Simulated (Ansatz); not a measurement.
Ideal-gas functions of Cl$_{2}$F$_{2}$MoS (`[F][Mo]([F])(=[S])([Cl])[Cl]`) at 400 K and 1 bar, from an Ansatz frequency run at PBE0-D4/def2-TZVP.

Molar mass 236.91 g/mol, point group Cs (symmetry number 1), electronic degeneracy 1, moments of inertia 377.291, 382.684, 466.944 u Å². Harmonic wavenumbers (cm⁻¹, unscaled): 89, 163, 183, 189, 209, 233, 313, 370, 420, 626, 648, 701.

Use S(trans) = R[1.5 ln M + 2.5 ln T − 1.1517]; rotational temperatures θ = 24.2544 K / I; S(rot) = R[ln(√π/σ · √(T³/θAθBθC)) + 1.5]; for each mode x = 1.438777 ν̃/T, S = R[x/(eˣ − 1) − ln(1 − e⁻ˣ)] and H = RT x/(eˣ − 1); 1 cm⁻¹ = 0.0119627 kJ/mol; R = 8.31446 J/(mol·K).

**Question.** By hand: the entropy, in J/(mol·K).

**Answer.** Translation 183.2. Rotation: θ = 0.0643, 0.0634, 0.0519 K, giving 127.1. Vibration, mode by mode: 17.82, 12.87, 11.94, 11.68, 10.88, 10.02, 7.75, 6.53, 5.63, 3.13, 2.94, 2.53, in all 103.7. Electronic 0.0. Sum 414.0 J/(mol·K).

**Question.** By hand: H − E and G − E in kJ/mol, counted from the electronic energy.

**Answer.** Zero-point energy ½ × 4144 × 0.0119627 = 24.8; thermal vibration 21.6; translation, rotation and pV give 4 RT = 13.3. H − E = 59.7 kJ/mol, and G − E = 59.7 − 400 × 414.0/1000 = -105.9 kJ/mol.

Vibration gives 25 % of the entropy, 17.8 J/(mol·K) of it from the mode under 150 cm⁻¹: soft modes count most, and the harmonic formula is weakest for them.
